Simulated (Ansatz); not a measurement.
Total energies of `CCOC(=O)C(=O)OCC`.

| atom | x (Å) | y (Å) | z (Å) |
| --- | --- | --- | --- |
| C1 | 3.118 | -1.786 | 0.655 |
| C2 | 1.778 | -2.125 | 1.258 |
| O3 | 0.903 | -0.984 | 1.246 |
| C4 | 0.231 | -0.774 | 0.126 |
| O5 | 0.264 | -1.450 | -0.862 |
| C6 | -0.591 | 0.513 | 0.238 |
| O7 | -0.200 | 1.497 | 0.797 |
| O8 | -1.744 | 0.372 | -0.395 |
| C9 | -2.593 | 1.533 | -0.434 |
| C10 | -2.212 | 2.445 | -1.572 |
| H11 | 3.574 | -0.942 | 1.175 |
| H12 | 3.786 | -2.646 | 0.743 |
| H13 | 3.018 | -1.540 | -0.402 |
| H14 | 1.295 | -2.943 | 0.721 |
| H15 | 1.865 | -2.385 | 2.312 |
| H16 | -3.596 | 1.127 | -0.562 |
| H17 | -2.529 | 2.046 | 0.527 |
| H18 | -2.241 | 1.911 | -2.523 |
| H19 | -2.916 | 3.279 | -1.623 |
| H20 | -1.211 | 2.854 | -1.425 |

Total charge 0; spin multiplicity 1. Geometry: relaxed with PBE0-D4/def2-TZVP. It is one conformer, not always the lowest. Basis def2-TZVPP, Ansatz 0.2.0.

RPA on PBE orbitals: Hartree–Fock energy of these orbitals -532.59597 Eh, correlation -3.02577 Eh (frozen core).

| functional | energy without D4 (Eh) | D4 term (kJ/mol) |
| --- | --- | --- |
| ωB97X-V | -535.62444 | – |
| PBE-QIDH | -535.10662 | – |

**Question.** Give the same for LDA (SPW92), PBE, revPBE, BLYP, r2SCAN, B97M-V, PBE0, B3LYP, r2SCANh, r2SCAN0, HSE06 (plane-wave form), BHLYP, CAM-B3LYP, LC-ωPBE, ωB97M-V, B2PLYP. (Estimate.)

**Answer.** Computed: 
```tsv
functional	energy without D4 (Eh)	D4 term (kJ/mol)
LDA (SPW92)	-531.48567	–
PBE	-535.16812	-42.0
revPBE	-535.62285	-141.2
BLYP	-535.63411	-92.4
r2SCAN	-535.50561	-11.7
B97M-V	-535.70674	–
PBE0	-535.18585	-35.6
B3LYP	-535.79465	-66.1
r2SCANh	-535.47406	-12.2
r2SCAN0	-535.42939	-13.3
HSE06 (plane-wave form)	-535.15905	-32.9
BHLYP	-535.48820	-45.6
CAM-B3LYP	-535.56574	-35.5
LC-ωPBE	-535.45741	–
ωB97M-V	-535.59752	–
B2PLYP	-535.38401	–
```

B3LYP takes the VWN-RPA correlation (the form of Gaussian; ORCA's B3LYP/G). HSE06 is the plane-wave form, built on full-range PBE exchange. The double hybrids freeze the cores in their second-order part.

LC-ωPBE has ω = 0.4 bohr⁻¹.
